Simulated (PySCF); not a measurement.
**Gas-phase XPS of `CC(=O)[N]([SiH3])[GeH3]`, computed**

Compound: C2H9GeNOSi.
Bonds: C1–C2, C2–O3 (double), C2–N4, N4–Si5, N4–Ge6. Hydrogens: H7, H8, H9 on C1; H10, H11, H12 on Si5; H13, H14, H15 on Ge6.

The calculation used delta-SCF UKS SCAN, pcX-2 on the ionised atom, pcseg-1 elsewhere, spin-free X2C in PySCF 2.14.0. Vertical ΔSCF values, vacuum level as zero.

Give the core binding energies atom by atom.

```tsv
atom(s)	bonded to	level	binding energy (eV)	2p1/2 (eV)	above the level's lowest (eV)	count
Si5	N and 3 H	Si 1s	1847.23	–	0.00	1
O3	C (double bond)	O 1s	536.90	–	0.00	1
N4	C, Ge and Si	N 1s	404.55	–	0.00	1
C2	O (double bond), N and C	C 1s	293.61	–	+2.47	1
C1	C and 3 H	C 1s	291.14	–	0.00	1
Si5	N and 3 H	Si 2p3/2	107.38	108.00	0.00	1
```

The listed C 1s values span 2.47 eV, from C1 (bonded to C and 3 H) to C2 (bonded to O (double bond), N and C).

Which photon wavelength matches the O 1s of O3 threshold?

λ = hc/E = 12398.42 eV Å / 536.90 eV = 23.093 Å.

Which effective nuclear charge Zeff reproduces each element's mean 1s value in the hydrogen-like formula E = 13.606 eV × Zeff²?

C (Z = 6): mean 292.4 eV, Zeff = 4.64, Z − Zeff = 1.36; N (Z = 7): mean 404.5 eV, Zeff = 5.45, Z − Zeff = 1.55; O (Z = 8): mean 536.9 eV, Zeff = 6.28, Z − Zeff = 1.72; Si (Z = 14): mean 1847.2 eV, Zeff = 11.65, Z − Zeff = 2.35. Means run over the listed sites, weighted by atom count.

For 2p shells one spin-free hole was relaxed; a mean-field spin–orbit operator and the ground-state splitting of the three 2p orbitals were then diagonalised within the shell. The shell's mean is (2 × 2p3/2 + 2p1/2)/3, and the degeneracies 2j + 1 give areas of 2:1. 2p1/2 minus 2p3/2 (ligand field included): Si 0.62 eV. No level of germanium is listed. Isolated species at its PBE0-D3(BJ)/def2-SVP geometry (one conformer only).

Shape of the structure used: `[CH3:1][C:2](=[O:3])[N:4]([SiH3:5])[GeH3:6]`: C1–C2–N4–Si5 0°.
